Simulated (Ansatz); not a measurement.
Relaxation of AlH$_{5}$O$_{2}$Si (9 atoms, charge 0, multiplicity 1), to a largest force component of 0.02 eV/Å in at most 40 steps.

All numbers below come from RKS PBE/6-31G in Ansatz.

```xyz
9
Properties=species:S:1:pos:R:3:forces:R:3
Al 0.000 0.000 0.000 0.52 0.56 -0.91
H 0.000 0.000 1.560 0.04 0.02 0.64
O 1.542 0.000 -0.890 -1.70 1.10 1.00
Si 2.387 -1.376 -1.352 0.77 -0.09 -0.47
H 1.460 -2.351 -1.918 -0.63 -0.90 -0.44
H 3.388 -1.020 -2.353 0.68 0.15 -0.66
H 3.050 -1.955 -0.187 0.52 -0.58 0.82
O -1.542 0.000 -0.890 -0.11 -1.23 0.43
H -2.051 -0.847 -0.681 -0.08 0.98 -0.41
```

**Question.** Where does it end, and by what steps?

**Answer.** The run converged. Limits of this set-up: no polarisation functions. After 10 steps the energy has fallen by 0.719 eV; H9 moved furthest, 0.91 Å.

```
step  energy less start (eV)  largest force component (eV/Å)  accepted
   0                  0.0000                           1.704       yes
   1                 -0.2495                           1.343       yes
   2                 -0.3452                           1.334       yes
   3                 -0.4726                           0.713       yes
   4                 -0.5824                           1.008       yes
   5                 -0.6655                           0.368       yes
   6                 -0.7100                           0.159       yes
   7                 -0.7076                           0.602        no
   8                 -0.7162                           0.127       yes
   9                 -0.7186                           0.028       yes
  10                 -0.7188                           0.003       yes
```

```xyz
9
Properties=species:S:1:pos:R:3
Al -0.156 -0.135 0.131
H -0.110 0.617 1.545
O 1.288 -0.789 -0.522
Si 2.550 -1.537 -1.396
H 2.022 -2.659 -2.271
H 3.246 -0.519 -2.279
H 3.565 -2.118 -0.429
O -1.616 -0.317 -0.775
H -2.555 -0.092 -0.715
```

Whether the end is a true minimum wasn't checked by a vibrational analysis.

The run took 25 s on 1 thread of Arm Neoverse V2 (shared host), peak memory 0.13 GiB.
